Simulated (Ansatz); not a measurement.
System: AuCl (charge 0, triplet). The spin state was set by rule; other spins were not relaxed. 
Coordinates optimised at B3LYP-D3(BJ)/def2-TZVP (Ansatz, a first-principles code):
```xyz
2

Au     0.0000     0.0000    -0.4243
Cl     0.0000     0.0000     1.9716
```
Charge 0, spin multiplicity 3.

Total electronic energies in hartree. Correlated levels leave the core frozen unless marked. UHF or UKS for open shells. No spin-orbit coupling. Frozen are the shells of the preceding noble gas and the d and f shells that filled before the atom's block. Past Kr the def2 sets carry scalar-relativistic core potentials. Basis-set limits of correlation are two-point, X^-3; Hartree-Fock from the larger set. The bracket is a focal-point correction in the basis named.

| level | program | energy (Eh) |
|---|---|---|
| RI-HF/def2-TZVPPD | Ansatz | -594.26259 |
| PBE/def2-TZVPD | Ansatz | -595.74359 |
| BLYP-D3(BJ)/def2-TZVPD | Ansatz + dftd3 | -595.88140 |
| B97M-V/def2-TZVPD | Ansatz | -595.74895 |
| PBE0-D3(BJ)/def2-TZVPD | Ansatz + dftd3 | -595.72521 |
| PBE0-D4/def2-TZVPD | Ansatz + dftd4 | -595.72518 |
| BHLYP/def2-TZVPD | Ansatz | -595.74393 |
| r2SCAN0-D4/def2-TZVPD | Ansatz + dftd4 | -595.84445 |
| B2PLYP-D3(BJ)/def2-TZVPD | Ansatz + dftd3 | -595.51708 |
| RI-MP2/CBS(def2-TZVPPD,def2-QZVPPD) | Ansatz | -594.8847 |
| SCS-MP2/def2-SVP | Ansatz | -594.42640 |
| CCSD/def2-TZVPPD | Ansatz | -594.80008 |
| CCSD(T)/def2-SVP | Ansatz | -594.47467 |
| RI-MP2/CBS(def2-TZVPP,def2-QZVPP)+[CCSD(T)-MP2]/def2-SVP | Ansatz | -594.9007 |
| CCSD(T)/CBS(def2-TZVPPD,def2-QZVPPD) | Ansatz | -594.9061 |

Totals of different functionals don't rank their quality; only differences between species are comparable.
